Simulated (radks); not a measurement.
Results of a calculation; reference values are marked as such.
Initial-state core-level shifts of the lanthanum ion La+ when its valence configuration changes from [Xe] 5d2. Level of theory: Dirac Kohn-Sham, PBE, spin-unpolarised, spherical densities, point nucleus; open shells fill j = l - 1/2 first (a radial shooting solver on a logarithmic mesh with Libxc functionals). Shifts are changes of the shell-averaged eigenvalues in eV (positive: less bound).

valence          1s       3p      4s      5s
5d1 6s1      -2.140   -2.224  -2.195  -2.080
4f2          +7.852  +10.245  +9.579  +3.810
4f1 6s1      +4.020   +5.589  +5.078  +1.136
4f1 5d1      +5.725   +7.315  +6.806  +2.940
5d1.5 6s0.5  -1.036   -1.077  -1.064  -1.015
6p2          -6.390   -6.582  -6.495  -6.116
5d1 6p1      -3.099   -3.187  -3.156  -3.020
6s2          -4.518   -4.694  -4.619  -4.313
6s1 6p1      -5.467   -5.651  -5.570  -5.230
